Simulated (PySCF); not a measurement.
**SMILES C(=O)/C=C/C=C(/[O-])Br, [C₅H₄BrO₂]-, charge -1**

Molfile (atoms numbered from 1):
```
C5H4BrO2
     RDKit          3D

 12 11  0  0  0  0  0  0  0  0999 V2000
    3.3383   -0.1215    0.1151 O   0  0  0  0  0  0  0  0  0  0  0  0
    2.1951    0.3014   -0.0078 C   0  0  0  0  0  0  0  0  0  0  0  0
    0.9757   -0.4427    0.0587 C   0  0  0  0  0  0  0  0  0  0  0  0
   -0.2462    0.1779   -0.1001 C   0  0  0  0  0  0  0  0  0  0  0  0
   -1.5106   -0.4190   -0.0593 C   0  0  0  0  0  0  0  0  0  0  0  0
   -2.7673    0.1773   -0.2156 C   0  0  0  0  0  0  0  0  0  0  0  0
   -3.8866   -0.2363   -0.1981 O   0  0  0  0  0  0  0  0  0  0  0  0
   -2.6438    2.2824   -0.5590 Br  0  0  0  0  0  0  0  0  0  0  0  0
    2.0252    1.4019   -0.1975 H   0  0  0  0  0  0  0  0  0  0  0  0
    1.0491   -1.5209    0.2403 H   0  0  0  0  0  0  0  0  0  0  0  0
   -0.2335    1.2612   -0.2786 H   0  0  0  0  0  0  0  0  0  0  0  0
   -1.5882   -1.4980    0.1157 H   0  0  0  0  0  0  0  0  0  0  0  0
  1  2  2  0
  2  3  1  0
  3  4  2  0
  4  5  1  0
  5  6  2  0
  6  7  1  0
  6  8  1  0
  2  9  1  0
  3 10  1  0
  4 11  1  0
  5 12  1  0
M  CHG  1   7  -1
M  END
```

Method: PySCF 2.14.0, quadratic response CAM-B3LYP/aug-cc-pVDZ first hyperpolarisability, Taylor convention, gas phase. Geometry: PBE0-D3(BJ)/def2-SVP.

The calculation is non-relativistic, which matters for the atoms heavier than Zn. For a gas-phase anion, states above the detachment energy (about 3.2 eV, taken as minus the energy of the highest occupied orbital) lie in the continuum and depend on the basis.

Q: Give the tensor of the static β(0;0,0) in the axes of these coordinates.

A: In au, Taylor convention; rows are the first index (the induced dipole):
|  | xx | yy | zz | xy | xz | yz |
| --- | --- | --- | --- | --- | --- | --- |
| x | -512.1 | +120.1 | +6.3 | -397.5 | +42.3 | -36.9 |
| y | -397.5 | -150.9 | -37.4 | +120.1 | -36.9 | +19.5 |
| z | +42.3 | +19.5 | +17.6 | -36.9 | +6.3 | -37.4 |

Norm of βᵢ = ⅓ Σⱼ (βᵢⱼⱼ + βⱼᵢⱼ + βⱼⱼᵢ): 705.8 au, hyper-Rayleigh value 340.9 au.
